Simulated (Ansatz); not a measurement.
Gas-phase electronic energies from Ansatz, PBE0-D4/def2-TZVP geometries. CCSD(T)/CBS adds triple-zeta CCSD(T) − MP2 to the extrapolated MP2 energy (def2 sets, frozen cores). DFT in def2-TZVPP. Elements past krypton have def2 core potentials. For Sb outer-core shells are correlated without core-valence functions, which leaves a few kJ/mol of doubt a bond. Each species was taken in one conformer, which may not be the lowest.

Consider the ligand exchange at the Sb–N bond: `OC(O)[NH][SbH2]` + `O[SiH3]` → `[SiH3][O][SbH2]` + `NC(O)O`.

Question: Is it downhill or uphill in electronic energy at CCSD(T)/CBS, and by how much? (An estimate is asked.)

Answer: The calculation gave: Downhill: ΔE = -34.0 kJ/mol.

Question: What do these levels give: LDA (SPW92), PBE-D4, revPBE-D4, r2SCAN-D4, r2SCAN0-D4, PBE, PBE0, r2SCANh, CAM-B3LYP, RPA@PBE/def2-TZVPP, CCSD/def2-SVP, CCSD/CBS(def2)? (Best estimate.)

Answer: The calculation gave: LDA (SPW92) -25.2, PBE-D4 -29.7, revPBE-D4 -26.8, r2SCAN-D4 -33.9, r2SCAN0-D4 -34.1, PBE -32.8, PBE0 -34.3, r2SCANh -34.9, CAM-B3LYP -40.0, RPA@PBE/def2-TZVPP -32.9, CCSD/def2-SVP -35.4, CCSD/CBS(def2) -36.4 kJ/mol.

Question: What do rigid-rotor, harmonic-oscillator terms from PBE0-D4/def2-TZVP frequencies (298.15 K, 1 bar) make of the CCSD(T)/CBS value? (Best estimate.)

Answer: Ansatz gave: ΔZPE = +4.7 kJ/mol, ΔH = -29.6 kJ/mol, ΔS = 22 J/(mol·K), ΔG = -36.1 kJ/mol. Modes under 50 cm⁻¹ make the entropy rough.

Largest T1 diagnostic among the species: 0.014.

The D4 term adds +5.1 kJ/mol with B3LYP and +2.7 kJ/mol with PBE0; it sums over pairs of atoms, weighted by their polarisabilities, and B3LYP, whose exchange is more repulsive, gets the larger term. Leaving LDA and LC-ωPBE aside and taking each functional with its dispersion term where it has one, the values, not all of them listed here, spread over 12.2 kJ/mol, from BHLYP-D4 to revPBE-D4. LDA lies +7.6 kJ/mol from PBE without D4. In def2-TZVPP, CCSD(T) changes the Hartree–Fock value by +17.5 kJ/mol (the triples alone add +2.4 kJ/mol) and MP2 by +21.1 kJ/mol.

B3LYP here is the variant with VWN-RPA as its local correlation; programs differ in this.
